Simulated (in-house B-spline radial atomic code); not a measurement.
Configurations of Cs⁺, with energies counted from [Kr] 4d10 5s2 5p6. All numbers are computed (scalar-relativistic (X2C) LC-wPBE, spin-polarised, spherical fractional occupations, exact exchange averaged over the configuration; Fermi nucleus of rms radius 4.8041 fm) with an all-electron radial atomic-structure program (B-spline basis), not measured. Shells without spins written out take the highest spin.

Occupations are held fixed; configurations that lie above the ionisation limit could autoionise.

| configuration | E - E(ref) (eV) | highest orbital | its <r> (bohr) |
| --- | --- | --- | --- |
| [Kr] 4d10 5s2 5p5 6p1 | 16.484 | 6p up | 5.646 |
| [Kr] 4d9 5s2 5p6 6p1 | 81.368 | 6p up | 5.544 |
| [Ar] 3d10 4s2 4p5 4d10 5s2 5p6 6p1 | 169.25 | 6p up | 5.539 |
| [Ar] 3d10 4s2 4p5 4d10 4f1 5s2 5p6 | 171.06 | 4f up | 2.544 |
| [Ar] 3d10 4s2 4p5 4d10 5s2 5p6 6d1 | 172.03 | 6d up | 8.199 |
| [Ar] 3d9 4s2 4p6 4d10 5s2 5p6 6p1 | 730.29 | 6p up | 5.519 |

Q: Order these further configurations by energy, lowest first.
A. [Ar] 3d9 4s2 4p6 4d10 5s2 5p6 6d1
B. [Kr] 4d10 5s2 5p5 6f1
C. [Ar] 3d9 4s2 4p6 4d10 4f1 5s2 5p6
D. [Kr] 4d10 5s1 5p6 6d1
E. [Ar] 3d9 4s2 4p6 4d10 5s2 5p6 5d1

A: B (21.617 eV), D (34.225 eV), E (728.11 eV), C (731.94 eV), A (733.08 eV).

Q: How far above the reference does [Kr] 4d10 5s1 5p6 5d1 lie?

A: 29.339 eV; its least bound orbital is 5d up with <r> = 3.208 bohr.
